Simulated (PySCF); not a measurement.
SCF from a fresh guess for singlet SeCl₄, at the BP86 minimum. PySCF input:

```python
from pyscf import gto, scf, dft
mol = gto.M(atom='''
Se    -0.000000     0.000000     0.000000
Cl    -1.334290     1.334290    -1.334290
Cl    -1.334290    -1.334290     1.334290
Cl     1.334290    -1.334290    -1.334290
Cl     1.334290     1.334290     1.334290''',
    basis={'Se': 'def2-TZVP', 'Cl': 'def2-TZVP'},
    charge=0, spin=0)
mf = dft.RKS(mol, xc='PBE')
mf.grids.atom_grid = (50, 194)
aux = {'Se': 'def2-universal-JKFIT', 'Cl': 'def2-universal-JKFIT'}
mf = mf.density_fit(auxbasis=aux)
mf.conv_tol = 1e-08
mf.diis_space = 10
mf.max_cycle = 60
mf.init_guess = 'minao'
mf.verbose = 4
mf.kernel()
```

Excerpt of the output (cycles and frontier levels):

```
init E= -4240.67531740521
  HOMO = -0.265240131470517  LUMO = -0.139663267055022  gap/eV = 3.41712
cycle= 1 E= -4241.09996915023  delta_E= -0.425  |g|= 0.961  |ddm|= 2.45
  HOMO = -0.273477930922244  LUMO = -0.232348595557153  gap/eV = 1.11919
cycle= 2 E= -4239.59671255593  delta_E=  1.5  |g|= 2.65  |ddm|= 2.85
  HOMO = -0.2533335809125  LUMO = -0.159287872026385  gap/eV = 2.55911
cycle= 3 E= -4241.30590704755  delta_E= -1.71  |g|= 0.181  |ddm|= 2.15
  HOMO = -0.270728536318341  LUMO = -0.180364356593086  gap/eV = 2.45893
cycle= 4 E= -4241.30491018607  delta_E= 0.000997  |g|= 0.151  |ddm|= 0.22
  HOMO = -0.26501096234961  LUMO = -0.171442344261241  gap/eV = 2.54613
cycle= 5 E= -4241.31159921883  delta_E= -0.00669  |g|= 0.00868  |ddm|= 0.112
  HOMO = -0.264455762167501  LUMO = -0.170650158167822  gap/eV = 2.55258
cycle= 6 E= -4241.31162056629  delta_E= -2.13e-05  |g|= 0.00106  |ddm|= 0.0102
  HOMO = -0.264534155097472  LUMO = -0.170756264626158  gap/eV = 2.55183
cycle= 7 E= -4241.31162066789  delta_E= -1.02e-07  |g|= 0.000618  |ddm|= 0.00127
  HOMO = -0.264515661370144  LUMO = -0.170714364387797  gap/eV = 2.55246
cycle= 8 E= -4241.31162078407  delta_E= -1.16e-07  |g|= 1.77e-05  |ddm|= 0.000652
  HOMO = -0.264513523761661  LUMO = -0.17071310502618  gap/eV = 2.55244
cycle= 9 E= -4241.31162078411  delta_E= -4.46e-11  |g|= 9.04e-06  |ddm|= 2.19e-05
  HOMO = -0.264514001770536  LUMO = -0.17071250298283  gap/eV = 2.55247
Extra cycle  E= -4241.31162078398  delta_E= 1.29e-10  |g|= 2.41e-05  |ddm|= 2.64e-05
converged SCF energy = -4241.31162078398
```

No lower solution of this spin was found by a stability analysis within the restricted form, which does not test spin polarisation.

The search for the lowest solution, with the stability check, took 20 s on 4 threads of a shared Arm Neoverse V1 host, with 196 basis functions; the process peaked at 0.53 GiB.
